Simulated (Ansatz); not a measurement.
Consider the hydrogenolysis of the In–C bond: `[CH3][In]([CH3])[C](C)(C)C` + H₂ → `[CH3][InH][CH3]` + `CC(C)C`.

Calculated with Ansatz (gas phase, PBE0-D4/def2-TZVP geometries, no zero-point term in ΔE). CCSD(T)/CBS adds triple-zeta CCSD(T) − MP2 to the extrapolated MP2 energy (def2 sets, frozen cores). This one scheme is used for every species. Functionals use def2-TZVPP. B3LYP here is the variant with VWN-RPA as its local correlation; programs differ in this. def2 core potentials past Kr. For In outer-core shells are correlated without core-valence functions, which leaves a few kJ/mol of doubt a bond.

`[CH3][In]([CH3])[C](C)(C)C`:

```xyz
22

C    -2.456    0.703    1.469
In   -0.565   -0.261    1.036
C     0.293   -1.745    2.361
C     0.489    0.247   -0.831
C     0.200    1.687   -1.228
C    -0.030   -0.690   -1.917
C     1.989    0.047   -0.667
H    -2.869    0.374    2.423
H    -3.177    0.480    0.679
H    -2.326    1.788    1.497
H     1.295   -1.437    2.671
H    -0.319   -1.897    3.250
H     0.392   -2.699    1.837
H     0.573    2.403   -0.488
H     0.689    1.930   -2.184
H    -0.871    1.873   -1.356
H     0.467   -0.475   -2.876
H    -1.106   -0.576   -2.085
H     0.166   -1.742   -1.688
H     2.512    0.258   -1.613
H     2.239   -0.979   -0.381
H     2.415    0.713    0.090
```

H₂:

```xyz
2

H    -0.091   -0.362    0.000
H     0.091    0.362    0.000
```

`[CH3][InH][CH3]`:

Z-matrix (Å, degrees):
```
C
In 1 2.160
H 1 1.093 2 109.9
H 1 1.093 2 109.8 3 -117.9
H 1 1.090 2 112.0 3 121.2
C 2 2.160 1 118.8 3 56.6
H 2 1.735 1 120.6 3 -123.4
H 6 1.093 2 109.8 1 -59.4
H 6 1.090 2 112.0 1 179.6
H 6 1.093 2 109.9 1 58.5
```

`CC(C)C`:

```xyz
14

C    -0.682   -0.643    1.105
C    -0.347    0.129   -0.162
C     0.341   -0.768   -1.181
C     0.506    1.349    0.152
H    -1.203   -0.012    1.831
H    -1.318   -1.505    0.891
H     0.231   -1.013    1.583
H    -1.289    0.480   -0.603
H     1.289   -1.145   -0.784
H     0.559   -0.228   -2.106
H    -0.279   -1.632   -1.434
H     0.726    1.926   -0.750
H     1.461    1.048    0.595
H     0.006    2.014    0.862
```

Q: Is it downhill or uphill in electronic energy at CCSD(T)/CBS, and by how much? (An estimate is asked.)

A: Ansatz gave: Downhill: ΔE = -49.6 kJ/mol.

Q: What do these levels give: PBE-D4, BLYP-D4, B3LYP-D4, B2PLYP, MP2/def2-SVP, HF/CBS(def2)? (An estimate is asked.)

A: The calculation gave: PBE-D4 -56.6, BLYP-D4 -54.8, B3LYP-D4 -63.9, B2PLYP -70.1, MP2/def2-SVP -60.5, HF/CBS(def2) -112.9 kJ/mol.

Largest T1 diagnostic among the species: 0.012.

Leaving LDA and LC-ωPBE aside and taking each functional with its dispersion term where it has one, the values, not all of them listed here, spread over 28.5 kJ/mol, from B97M-V to revPBE-D4. LDA lies +6.4 kJ/mol from PBE without D4. From PBE to PBE0 (25 % exact exchange), in def2-TZVPP and without D4, ΔE moves by −8.4 kJ/mol.
